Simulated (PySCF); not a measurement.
input.py for Ga2⁺

Input:

```python
from pyscf import gto, scf
from pyscf.geomopt.geometric_solver import optimize

mol = gto.M(
    atom='Ga 0 0 0; Ga 0 0 2.51',
    basis='6-31g',
    charge=1,
    spin=1,
    verbose=4,
)
mf = scf.UHF(mol)
mf.kernel()
mol_eq = optimize(mf, maxsteps=30)
print('optimised geometry (angstrom)')
print(mol_eq.tostring('raw'))
print('orbital energies (hartree):', [e[max(0, n-3):n+3].round(4) for e, n in zip(mf.mo_energy, mol.nelec)])
```

```bash
$ OMP_NUM_THREADS=1 python input.py
```

It prints (some set-up lines and the per-cycle HOMO/LUMO lines with their warnings removed):

```
PySCF version 2.14.0

[INPUT] verbose = 4
[INPUT] num. atoms = 2
[INPUT] num. electrons = 61
[INPUT] charge = 1
[INPUT] spin (= nelec alpha-beta = 2S) = 1
[INPUT] symmetry False subgroup None
[INPUT] Mole.unit = angstrom
[INPUT] Symbol           X                Y                Z      unit          X                Y                Z       unit  Magmom
[INPUT]  1 Ga     0.000000000000   0.000000000000   0.000000000000 AA    0.000000000000   0.000000000000   0.000000000000 Bohr   0.0
[INPUT]  2 Ga     0.000000000000   0.000000000000   2.510000000000 AA    0.000000000000   0.000000000000   4.743212572658 Bohr   0.0

nuclear repulsion = 202.605298682916
number of shells = 22
number of NR pGTOs = 180
number of NR cGTOs = 54
basis = 6-31g
ecp = {}

******** <class 'pyscf.scf.uhf.UHF'> ********
method = UHF
initial guess = minao
damping factor = 0
level_shift factor = 0
DIIS = <class 'pyscf.scf.diis.CDIIS'>
diis_start_cycle = 1
diis_space = 8
diis_damp = 0
SCF conv_tol = 1e-09
SCF conv_tol_grad = None
SCF max_cycles = 50
direct_scf = True
direct_scf_tol = 1e-13
number electrons alpha = 31  beta = 30
Set gradient conv threshold to 3.16228e-05
init E= -3844.67561828596

cycle= 1 E= -3845.56426298884  delta_E= -0.889  |g|= 0.135  |ddm|= 1.01
cycle= 2 E= -3845.58364134805  delta_E= -0.0194  |g|= 0.0442  |ddm|= 0.397
cycle= 3 E= -3845.58474285139  delta_E= -0.0011  |g|= 0.0167  |ddm|= 0.0733
cycle= 4 E= -3845.58499382987  delta_E= -0.000251  |g|= 0.00333  |ddm|= 0.0494
cycle= 5 E= -3845.58502198582  delta_E= -2.82e-05  |g|= 0.000812  |ddm|= 0.0212
cycle= 6 E= -3845.5850240134  delta_E= -2.03e-06  |g|= 0.00027  |ddm|= 0.00614
cycle= 7 E= -3845.58502430116  delta_E= -2.88e-07  |g|= 0.000108  |ddm|= 0.00194
cycle= 8 E= -3845.58502435841  delta_E= -5.73e-08  |g|= 2.1e-05  |ddm|= 0.00101
cycle= 9 E= -3845.58502436008  delta_E= -1.66e-09  |g|= 2.59e-06  |ddm|= 0.00025
cycle= 10 E= -3845.58502436009  delta_E= -1.27e-11  |g|= 4.41e-07  |ddm|= 2.05e-05
Extra cycle  E= -3845.58502436009  delta_E= -3.64e-12  |g|= 1.76e-07  |ddm|= 2.62e-06
converged SCF energy = -3845.58502436009  <S^2> = 0.75152569  2S+1 = 2.0015251
Create scanner for <class 'pyscf.grad.uhf.Gradients'>
Create scanner for <class 'pyscf.scf.uhf.UHF'>
input.py

Current date and time:

#|     Arguments passed to driver run_optimizer():      |#
customengine              <pyscf.geomopt.geometric_solver.PySCFEngine object>
logIni                    <dir>
maxiter                   30
----------------------------------------------------------
Custom engine selected.
Bonds will be generated from interatomic distances less than 1.20 times sum of covalent radii
6 internal coordinates being used (instead of 6 Cartesians)
Internal coordinate system (atoms numbered from 1):
Distance 1-2
Translation-X 1-2
Translation-Y 1-2
Translation-Z 1-2
Rotation-A 1-2
Rotation-B 1-2
Rotation-C 1-2
<class 'geometric.internal.Distance'> : 1
<class 'geometric.internal.TranslationX'> : 1
<class 'geometric.internal.TranslationY'> : 1
<class 'geometric.internal.TranslationZ'> : 1
<class 'geometric.internal.RotationA'> : 1
<class 'geometric.internal.RotationB'> : 1
<class 'geometric.internal.RotationC'> : 1
> ===== Optimization Info: ====
> Job type: Energy minimization
> Maximum number of optimization cycles: 30
> Initial / maximum trust radius (Angstrom): 0.100 / 0.300
> Convergence Criteria:
> Will converge when all 5 criteria are reached:
>  |Delta-E| < 1.00e-06
>  RMS-Grad  < 3.00e-04
>  Max-Grad  < 4.50e-04
>  RMS-Disp  < 1.20e-03
>  Max-Disp  < 1.80e-03
> === End Optimization Info ===

Geometry optimization cycle 1
Cartesian coordinates (Angstrom)
 Atom        New coordinates             dX        dY        dZ
  Ga   0.000000   0.000000   0.000000    0.000000  0.000000  0.000000
  Ga   0.000000   0.000000   2.510000    0.000000  0.000000  0.000000

WARN: Mole.unit (angstrom) is changed to Bohr

New geometry
   1 Ga     0.000000000000   0.000000000000   0.000000000000 AA    0.000000000000   0.000000000000   0.000000000000 Bohr
   2 Ga     0.000000000000   0.000000000000   2.510000000000 AA    0.000000000000   0.000000000000   4.743212572658 Bohr

******** <class 'pyscf.scf.hf.UHF_Scanner'> ********
method = UHF_Scanner
initial guess = minao
damping factor = 0
level_shift factor = 0
DIIS = <class 'pyscf.scf.diis.CDIIS'>
diis_start_cycle = 1
diis_space = 8
diis_damp = 0
SCF conv_tol = 1e-09
SCF conv_tol_grad = None
SCF max_cycles = 50
direct_scf = True
direct_scf_tol = 1e-13
number electrons alpha = 31  beta = 30
Set gradient conv threshold to 3.16228e-05
init E= -3845.58502436009
cycle= 1 E= -3845.58502436009  delta_E=    0  |g|= 7.81e-08  |ddm|= 9.54e-07
Extra cycle  E= -3845.58502436009  delta_E= -2.27e-12  |g|= 3.66e-08  |ddm|= 3.55e-07
converged SCF energy = -3845.58502436009  <S^2> = 0.75152566  2S+1 = 2.0015251

******** <class 'pyscf.grad.rhf.Gradients_Scanner'> for <class 'pyscf.scf.hf.UHF_Scanner'> ********
unit = Eh/Bohr
--------------- UHF_Scanner gradients ---------------
         x                y                z
0 Ga    -0.0000000000     0.0000000000     0.0341634201
1 Ga     0.0000000000    -0.0000000000    -0.0341634201
----------------------------------------------
cycle 1: E = -3845.58502436  dE = -3845.59  norm(grad) = 0.0483144
Step    0 : Gradient = 3.416e-02/3.416e-02 (rms/max) Energy = -3845.5850243601
Hessian Eigenvalues: 5.00000e-02 5.00000e-02 5.00000e-02 ... 5.00000e-02 5.00000e-02 9.05679e-02

Geometry optimization cycle 2
Cartesian coordinates (Angstrom)
 Atom        New coordinates             dX        dY        dZ
  Ga   0.000000  -0.000000  -0.099806    0.000000 -0.000000 -0.099806
  Ga  -0.000000   0.000000   2.609806   -0.000000  0.000000  0.099806
New geometry
   1 Ga     0.000000000000  -0.000000000000  -0.099806373465 AA    0.000000000000  -0.000000000000  -0.188606711335 Bohr
   2 Ga    -0.000000000000   0.000000000000   2.609806373464 AA   -0.000000000000   0.000000000000   4.931819283992 Bohr

******** <class 'pyscf.scf.hf.UHF_Scanner'> ********
method = UHF_Scanner
initial guess = minao
damping factor = 0
level_shift factor = 0
DIIS = <class 'pyscf.scf.diis.CDIIS'>
diis_start_cycle = 1
diis_space = 8
diis_damp = 0
SCF conv_tol = 1e-09
SCF conv_tol_grad = None
SCF max_cycles = 50
direct_scf = True
direct_scf_tol = 1e-13
number electrons alpha = 31  beta = 30
Set gradient conv threshold to 3.16228e-05
init E= -3845.58991793218
cycle= 1 E= -3845.5939693627  delta_E= -0.00405  |g|= 0.00815  |ddm|= 0.142
cycle= 2 E= -3845.59406611726  delta_E= -9.68e-05  |g|= 0.0023  |ddm|= 0.0248
cycle= 3 E= -3845.59407646572  delta_E= -1.03e-05  |g|= 0.000599  |ddm|= 0.0107
cycle= 4 E= -3845.59407729481  delta_E= -8.29e-07  |g|= 0.000206  |ddm|= 0.00349
cycle= 5 E= -3845.59407733038  delta_E= -3.56e-08  |g|= 5.56e-05  |ddm|= 0.000595
cycle= 6 E= -3845.59407733599  delta_E= -5.61e-09  |g|= 9.96e-06  |ddm|= 0.000352
cycle= 7 E= -3845.59407733623  delta_E= -2.4e-10  |g|= 2.23e-06  |ddm|= 7.89e-05
Extra cycle  E= -3845.59407733624  delta_E= -1.18e-11  |g|= 1.45e-06  |ddm|= 7.85e-06
converged SCF energy = -3845.59407733624  <S^2> = 0.75141223  2S+1 = 2.0014117

******** <class 'pyscf.grad.rhf.Gradients_Scanner'> for <class 'pyscf.scf.hf.UHF_Scanner'> ********
unit = Eh/Bohr
--------------- UHF_Scanner gradients ---------------
         x                y                z
0 Ga    -0.0000000000     0.0000000000     0.0157423428
1 Ga     0.0000000000    -0.0000000000    -0.0157423428
----------------------------------------------
cycle 2: E = -3845.59407734  dE = -0.00905298  norm(grad) = 0.022263
Step    1 : Displace = 9.981e-02/9.981e-02 (rms/max) Trust = 1.000e-01 (=) Grad = 1.574e-02/1.574e-02 (rms/max) E (change) = -3845.5940773362 (-9.053e-03) Quality = 1.405
Hessian Eigenvalues: 4.88346e-02 5.00000e-02 5.00000e-02 ... 5.00000e-02 5.00000e-02 5.00000e-02

Geometry optimization cycle 3
Cartesian coordinates (Angstrom)
 Atom        New coordinates             dX        dY        dZ
  Ga   0.000000  -0.000000  -0.185099    0.000000 -0.000000 -0.085293
  Ga  -0.000000   0.000000   2.695099   -0.000000  0.000000  0.085293
New geometry
   1 Ga     0.000000000000  -0.000000000000  -0.185099221157 AA    0.000000000000  -0.000000000000  -0.349786833857 Bohr
   2 Ga    -0.000000000000   0.000000000000   2.695099221156 AA   -0.000000000000   0.000000000000   5.092999406514 Bohr

******** <class 'pyscf.scf.hf.UHF_Scanner'> ********
method = UHF_Scanner
initial guess = minao
damping factor = 0
level_shift factor = 0
DIIS = <class 'pyscf.scf.diis.CDIIS'>
diis_start_cycle = 1
diis_space = 8
diis_damp = 0
SCF conv_tol = 1e-09
SCF conv_tol_grad = None
SCF max_cycles = 50
direct_scf = True
direct_scf_tol = 1e-13
number electrons alpha = 31  beta = 30
Set gradient conv threshold to 3.16228e-05
init E= -3845.59137872271
cycle= 1 E= -3845.59756472402  delta_E= -0.00619  |g|= 0.00557  |ddm|= 0.0999
cycle= 2 E= -3845.59761522312  delta_E= -5.05e-05  |g|= 0.00159  |ddm|= 0.0176
[part of the log left out]
cycle= 3 E= -3845.5992212278  delta_E= -1.73e-07  |g|= 6.43e-05  |ddm|= 0.00124
cycle= 4 E= -3845.59922123933  delta_E= -1.15e-08  |g|= 1.52e-05  |ddm|= 0.000391
cycle= 5 E= -3845.59922123983  delta_E= -4.97e-10  |g|= 6.84e-06  |ddm|= 8.96e-05
Extra cycle  E= -3845.59922123987  delta_E= -4.55e-11  |g|= 4.13e-06  |ddm|= 2.02e-05
converged SCF energy = -3845.59922123987  <S^2> = 0.75120572  2S+1 = 2.0012054

******** <class 'pyscf.grad.rhf.Gradients_Scanner'> for <class 'pyscf.scf.hf.UHF_Scanner'> ********
unit = Eh/Bohr
--------------- UHF_Scanner gradients ---------------
         x                y                z
0 Ga    -0.0000000000    -0.0000000000     0.0001898057
1 Ga     0.0000000000     0.0000000000    -0.0001898057
----------------------------------------------
cycle 6: E = -3845.59922124  dE = -4.45657e-05  norm(grad) = 0.000268426
Step    5 : Displace = 2.186e-02/2.186e-02 (rms/max) Trust = 3.000e-01 (+) Grad = 1.898e-04/1.898e-04 (rms/max) E (change) = -3845.5992212399 (-4.457e-05) Quality = 1.189
Hessian Eigenvalues: 8.68572e-03 5.00000e-02 5.00000e-02 ... 5.00000e-02 5.00000e-02 5.00000e-02

Geometry optimization cycle 7
Cartesian coordinates (Angstrom)
 Atom        New coordinates             dX        dY        dZ
  Ga   0.000000  -0.000000  -0.327563    0.000000  0.000000 -0.005782
  Ga  -0.000000   0.000000   2.837563   -0.000000 -0.000000  0.005782
New geometry
   1 Ga     0.000000000000  -0.000000000000  -0.327563380308 AA    0.000000000000  -0.000000000000  -0.619005077219 Bohr
   2 Ga    -0.000000000000   0.000000000000   2.837563380309 AA   -0.000000000000   0.000000000000   5.362217649880 Bohr

******** <class 'pyscf.scf.hf.UHF_Scanner'> ********
method = UHF_Scanner
initial guess = minao
damping factor = 0
level_shift factor = 0
DIIS = <class 'pyscf.scf.diis.CDIIS'>
diis_start_cycle = 1
diis_space = 8
diis_damp = 0
SCF conv_tol = 1e-09
SCF conv_tol_grad = None
SCF max_cycles = 50
direct_scf = True
direct_scf_tol = 1e-13
number electrons alpha = 31  beta = 30
Set gradient conv threshold to 3.16228e-05
init E= -3845.5986608452
cycle= 1 E= -3845.5992233656  delta_E= -0.000563  |g|= 0.000248  |ddm|= 0.0047
cycle= 2 E= -3845.59922348112  delta_E= -1.16e-07  |g|= 6.97e-05  |ddm|= 0.000814
cycle= 3 E= -3845.59922349262  delta_E= -1.15e-08  |g|= 1.67e-05  |ddm|= 0.000317
cycle= 4 E= -3845.5992234934  delta_E= -7.79e-10  |g|= 4.29e-06  |ddm|= 0.000101
Extra cycle  E= -3845.59922349343  delta_E= -3.27e-11  |g|= 2.23e-06  |ddm|= 1.78e-05
converged SCF energy = -3845.59922349343  <S^2> = 0.7512003  2S+1 = 2.0011999

******** <class 'pyscf.grad.rhf.Gradients_Scanner'> for <class 'pyscf.scf.hf.UHF_Scanner'> ********
unit = Eh/Bohr
--------------- UHF_Scanner gradients ---------------
         x                y                z
0 Ga    -0.0000000000     0.0000000000     0.0000174826
1 Ga     0.0000000000    -0.0000000000    -0.0000174826
----------------------------------------------
cycle 7: E = -3845.59922349  dE = -2.25356e-06  norm(grad) = 2.47241e-05
Step    6 : Displace = 5.782e-03/5.782e-03 (rms/max) Trust = 3.000e-01 (=) Grad = 1.748e-05/1.748e-05 (rms/max) E (change) = -3845.5992234934 (-2.254e-06) Quality = 1.087
Hessian Eigenvalues: 7.88569e-03 5.00000e-02 5.00000e-02 ... 5.00000e-02 5.00000e-02 5.00000e-02

Geometry optimization cycle 8
Cartesian coordinates (Angstrom)
 Atom        New coordinates             dX        dY        dZ
  Ga   0.000000  -0.000000  -0.328150    0.000000 -0.000000 -0.000587
  Ga  -0.000000   0.000000   2.838150   -0.000000  0.000000  0.000587
New geometry
   1 Ga     0.000000000000  -0.000000000000  -0.328149972488 AA    0.000000000000  -0.000000000000  -0.620113575786 Bohr
   2 Ga    -0.000000000000   0.000000000000   2.838149972489 AA   -0.000000000000   0.000000000000   5.363326148445 Bohr

******** <class 'pyscf.scf.hf.UHF_Scanner'> ********
method = UHF_Scanner
initial guess = minao
damping factor = 0
level_shift factor = 0
DIIS = <class 'pyscf.scf.diis.CDIIS'>
diis_start_cycle = 1
diis_space = 8
diis_damp = 0
SCF conv_tol = 1e-09
SCF conv_tol_grad = None
SCF max_cycles = 50
direct_scf = True
direct_scf_tol = 1e-13
number electrons alpha = 31  beta = 30
Set gradient conv threshold to 3.16228e-05
init E= -3845.59916586064
cycle= 1 E= -3845.59922351206  delta_E= -5.77e-05  |g|= 2.51e-05  |ddm|= 0.000475
cycle= 2 E= -3845.59922351327  delta_E= -1.21e-09  |g|= 7.24e-06  |ddm|= 8.31e-05
cycle= 3 E= -3845.5992235134  delta_E= -1.28e-10  |g|= 1.87e-06  |ddm|= 3.35e-05
Extra cycle  E= -3845.59922351341  delta_E= -7.73e-12  |g|= 9.19e-07  |ddm|= 7.75e-06
converged SCF energy = -3845.59922351341  <S^2> = 0.75119957  2S+1 = 2.0011992

******** <class 'pyscf.grad.rhf.Gradients_Scanner'> for <class 'pyscf.scf.hf.UHF_Scanner'> ********
unit = Eh/Bohr
--------------- UHF_Scanner gradients ---------------
         x                y                z
0 Ga     0.0000000000    -0.0000000000     0.0000003957
1 Ga    -0.0000000000     0.0000000000    -0.0000003957
----------------------------------------------
cycle 8: E = -3845.59922351  dE = -1.99761e-08  norm(grad) = 5.59617e-07
Step    7 : Displace = 5.866e-04/5.866e-04 (rms/max) Trust = 3.000e-01 (=) Grad = 3.957e-07/3.957e-07 (rms/max) E (change) = -3845.5992235134 (-1.998e-08) Quality = 1.031
Hessian Eigenvalues: 7.88569e-03 5.00000e-02 5.00000e-02 ... 5.00000e-02 5.00000e-02 5.00000e-02
Converged! =D

    #| If this code has benefited your research, please support us by citing: |#
    #| Wang, L.-P.; Song, C.C. (2016) "Geometry optimization made simple with |#
    #| translation and rotation coordinates", J. Chem, Phys. 144, 214108.     |#
    #|                                     |#
optimised geometry (angstrom)
Ga          0.00000000       -0.00000000       -0.32814997
Ga         -0.00000000        0.00000000        2.83814997
orbital energies (hartree): [array([-0.76  , -0.5687, -0.418 , -0.2053, -0.2028, -0.15  ]), array([-1.3799, -0.7164, -0.5422, -0.1972, -0.1911, -0.1701])]
```

In short: E(SCF) = -3845.585024 Eh, 10 cycles, ⟨S²⟩ = 0.752, all at the start geometry; optimised bond 3.166 Å with E = -3845.599224 Eh after 8 steps.

Hardware: Intel Xeon Platinum 8488C, 1 thread, shared host. Wall time 38 s.

The last line lists the levels of the start geometry. No search for the lowest solution was made.
